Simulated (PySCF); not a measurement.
**Excitation energy of Sn by level of theory**

Sn [Kr] 4d10 5s2 5p2 (3P) → Sn [Kr] 4d10 5s1 5p3 (5S), as a difference of total energies. Computed with PySCF 2.14 in aug-cc-pVTZ-DK3 (8s7p5d2f, 68 functions), with the spin-free X2C one-electron Hamiltonian (Gaussian nucleus). Correlated levels: valence: [Kr] 4d10 frozen. The calculations carry no spin-orbit coupling.

Question: Order these methods by the excitation energy they give, lowest first.
A. CCSD (valence)
B. SCS-MP2 (valence)
C. MP2 (valence)
D. CCSD(T) (valence)

Answer: C (3.720 eV), A (3.917 eV), D (3.953 eV), B (4.060 eV).

Errors of the correlated levels include the incompleteness of this basis and the frozen core.

For comparison: 4.607 eV (measured; NIST levels, between the centres of gravity of the two terms).
